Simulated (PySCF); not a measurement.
H2Sb, SMILES [SbH2], multiplicity 2.

Geometry optimised at PBE-D3(BJ)/def2-TZVPD. The isomer is the one that the SMILES or the coordinates give; other isomers of the formula were not compared. The def2 effective core potentials stand for the cores of Sb; spin–orbit coupling is left out.

Computed with PySCF with PBE/def2-TZVPD.

The molecule is in vacuum.

```
Quantity                                                                                                        Result
---------------------------------------------------------------------------------------------  -----------------------
total energy                                                                                        -241.40697 hartree
point group                                                                                                        C2v
α spin, highest occupied and lowest empty level                                                     -5.32 and -1.12 eV
β spin, highest occupied and lowest empty level                                                     -6.89 and -4.00 eV
dipole moment                                                                                                   0.39 D
quadrupole, principal values (traceless, Buckingham form, about the centre of nuclear charge)    -1.08, 0.22, 0.86 D·Å
mean static polarisability                                                                        48.6 bohr³ (7.20 Å³)
polarisability, principal values                                                                46.1, 49.3, 50.5 bohr³
⟨S²⟩                                                                                           0.753 (pure state 0.75)
```
